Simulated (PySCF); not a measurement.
m-cresol, C₇H₈O.
Structure used (PBE0-D3(BJ)/def2-TZVP), in Å, numbered top down from 1:
```xyz
16
C7H8O angstrom
C      2.325    0.024   -0.112
C      0.838   -0.127   -0.005
C      0.271   -1.297    0.491
C     -1.106   -1.410    0.612
C     -1.941   -0.370    0.244
C     -1.382    0.798   -0.256
O     -2.227    1.798   -0.617
C     -0.003    0.915   -0.380
H      2.600    0.757   -0.872
H      2.802   -0.925   -0.364
H      2.750    0.361    0.839
H      0.912   -2.122    0.781
H     -1.538   -2.326    0.999
H     -3.018   -0.447    0.332
H     -1.712    2.549   -0.924
H      0.424    1.832   -0.778
```

Definitions: NICS(0) = −σiso at the ring centroid; NICS(1) = −σiso and NICS(1)zz = −σzz at ±1 Å along the ring normal z. Level: GIAO PBE0/pcSseg-2 (PySCF, non-relativistic, gas phase) on the PBE0-D3(BJ)/def2-TZVP geometry, one conformer.

Ring bond lengths (Å), with Mayer bond orders in brackets: C2–C3 1.391 (1.39), C3–C4 1.387 (1.44), C4–C5 1.384 (1.39), C5–C6 1.389 (1.39), C6–C8 1.390 (1.42), C8–C2 1.390 (1.35).

Problem. What do the NICS probes read (ppm)?

Solution. 
```json
{"ring": "C2–C3–C4–C5–C6–C8", "type": "6-membered carbocycle; formal bonds all aromatic", "NICS(0)": "-8.9", "NICS(1), two faces": "-9.3 / -9.2", "NICS(1)zz, two faces": "-26.1 / -25.7", "rms pucker (Å)": "0.00", "centre to ring atoms, mean (Å)": "1.39"}
```

Problem. What can be read from them?

Solution. 
- C2–C3–C4–C5–C6–C8: mean NICS(1)zz -25.9 ppm, shielded. For a flat ring without four-coordinate atoms the NICS criterion counts such a value as aromatic.

Problem. How equal are the bonds by HOMA? HOMA = 1 − mean of α(R − Ropt)² over the ring bonds, with Krygowski's 1993 parameters (CC: Ropt 1.388 Å, α 257.7 Å⁻²).

Solution. 
- C2–C3–C4–C5–C6–C8: HOMA 1.00 = 1 − EN − GEO, with mean bond length 1.388 Å, EN = α(Ropt − mean)² = 0.000 and GEO = α × variance = 0.001. The geometric and the magnetic index point the same way.

Problem. Give the inner angles of the rings and the Hirshfeld charges of the ring atoms.

Solution. 
- C2–C3–C4–C5–C6–C8: C2 118.7° (+0.008 e), C3 120.3° (-0.073 e), C4 121.0° (-0.049 e), C5 119.0° (-0.077 e), C6 120.1° (+0.071 e), C8 120.9° (-0.085 e); sum 720.0° against 720° for a flat convex ring.

Problem. What are the shieldings of the ring atoms and their hydrogens in the same run (means over atoms taken as equivalent)?

Solution. 
```tsv
atoms	environment	σ isotropic (ppm)
C2	substituted aromatic carbon	35.5
C3	aromatic CH carbon	57.1
C4	aromatic CH carbon	45.8
C5	aromatic CH carbon	66.0
C6	aromatic carbon bearing oxygen	17.8
C8	aromatic CH carbon	64.3
H12	aromatic hydrogen	24.53
H13	aromatic hydrogen	24.04
H14	aromatic hydrogen	24.52
H16	aromatic hydrogen	24.95
```

On 2 threads, Intel Xeon at 2.50 GHz (x86_64), shared host, this took 2.4 min wall, 4.8 min CPU and 2.6 GiB of memory at its peak. This is the whole shielding run at PBE0/pcSseg-2, SCF included.
